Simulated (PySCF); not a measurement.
Compound: C₇H₄ClO₂ (doublet state).
Bonds: O1–C2, C2–O3 (double), C2–C4, C4–C5 (aromatic), C5–C6 (aromatic), C6–C7 (aromatic), C7–Cl8, C7–C9 (aromatic), C9–C10 (aromatic), C4–C10 (aromatic). Hydrogens: H11 on C5; H12 on C6; H13 on C9; H14 on C10.

Structure optimised with GFN2-xTB, isolated species. This method treats the open shell by occupation alone, without spin polarisation.

(1) What internal coordinates does the optimisation give?

Answers

(1) 
```tsv
bond	length (Å)	order
O1–C2, C2=O3	1.199	single/double
C2–C4	1.684	single
C4–C5, C4–C10	1.376	aromatic
C5–C6, C9–C10	1.386	aromatic
C6–C7, C7–C9	1.387	aromatic
C7–Cl8	1.723	single
C5–H11, C10–H14	1.078	single
C6–H12, C9–H13	1.079	single
```

Bonds in one row agree within 0.01 Å and their mean is given. Orders are formal, as drawn. A selection of angles:
```tsv
angle	degrees
O1–C2–O3	142.3
O1–C2–C4	108.9
C2–C4–C5	118.2
C5–C4–C10	123.4
C4–C5–C6	118.1
C5–C6–C7	119.7
C6–C7–Cl8	119.5
C6–C7–C9	120.9
```

Torsions: O1–C2–C4–C5 180° (antiperiplanar).

C6 (carbon bonded to 2 C and H) is planar (angles 120.5°, 119.8° and 119.7°, sum 360.0°, 0.00 Å off the plane of its three neighbours). Of the pairs four or more bonds apart, O3···H11 is among the closest relative to their van der Waals radii: 2.39 Å, 88 % of the sum of Bondi's values. C7 (carbon bonded to 2 C and Cl) is planar (angles 120.9°, 119.5° and 119.5°, sum 360.0°, 0.00 Å off the plane of its three neighbours). The 6-membered ring C4–C5–C6–C7–C9–C10 has internal angles of 118.1° to 123.4°; it is planar, 0.00 Å rms from its mean plane, widest ring torsion 0°. The 10 heavy atoms lie in one plane (0.001 Å rms). The C–C distances run from 1.376 Å (C4–C10, aromatic) to 1.684 Å (C2–C4, drawn single), a spread of 0.308 Å. C4 (carbon bonded to 3 C) is planar (angles 123.4°, 118.4° and 118.2°, sum 360.0°, 0.00 Å off the plane of its three neighbours).

Point group: C2v (tolerance 0.08 Å). No frequency check.

The numbers are calculated, not measured.
